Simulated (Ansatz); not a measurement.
Input for Ansatz (development build ahead of 0.2.0):

```yaml
crystal:
  periodic: [false, false, false]
  atoms:
    - { symbol: B, position_ang: [0.00039, -0.00035, 0.00085] }
    - { symbol: F, position_ang: [0.81042, 0.80989, 0.81118] }
    - { symbol: F, position_ang: [0.8104, -0.80994, -0.80933] }
    - { symbol: F, position_ang: [-0.80942, 0.81068, -0.81059] }
    - { symbol: F, position_ang: [-0.81077, -0.80959, 0.8108] }
basis:
  gaussian: { orbitals: cc-pVTZ }
total_charge: -1
hamiltonian:
  xc: hf
```

The input is written out in the form of the current development build from the run's settings.

Results

| Item | Value |
| --- | --- |
| Converged | yes |
| Total energy | -422.90271 hartree |
| Spin squared of the determinant | 0.000 |

Caution: no diffuse functions for an anion.
